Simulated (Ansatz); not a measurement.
Be4O3. Charge 0, multiplicity 1. Geometry PBE0-D4/def2-SVP, basis def2-TZVP, Ansatz.

Cartesian coordinates in Å:
```
Be 0.8334 -1.1726 -0.2898
Be 0.6003 0.9280 0.8622
Be -0.4216 0.6968 -1.1408
Be -1.0528 -0.8044 0.6299
O -0.6225 -0.8113 -0.9538
O 0.1922 1.7274 -0.2974
O 0.4711 -0.5639 1.1897
```

```
run  HOMO (eV)  LUMO (eV)
  A      -4.20      -2.93
  B      -4.65      -2.34
  C      -4.31      -2.68
  D      -4.16      -2.82
```

HSE06 is defined as in plane-wave codes, on full-range PBE exchange. Another isomer (singlet) lies 2.57 eV lower at PBE0-D4/def2-TZVP; other spin states weren't run for this one.

Question: The runs used HSE06, PBE, PBE0, r2SCAN. Estimate which is which.

Answer: A PBE (0 % exact exchange); B PBE0 (25 % exact exchange); C HSE06 (range-separated); D r2SCAN (0 % exact exchange). Exact exchange lowers occupied and raises empty levels; among semilocal functionals meta-GGAs tend to open the gap a little, and such runs are hard to tell apart. The gap grows from 1.28 eV (PBE) to 2.31 eV (PBE0). The restricted singlet is unstable towards broken spin symmetry in Hartree–Fock (as tested in another run); at PBE-D4/def2-TZVP, PBE0-D4/def2-TZVP, HSE06-D4/def2-TZVP, r2SCAN-D4/def2-TZVP this wasn't settled.
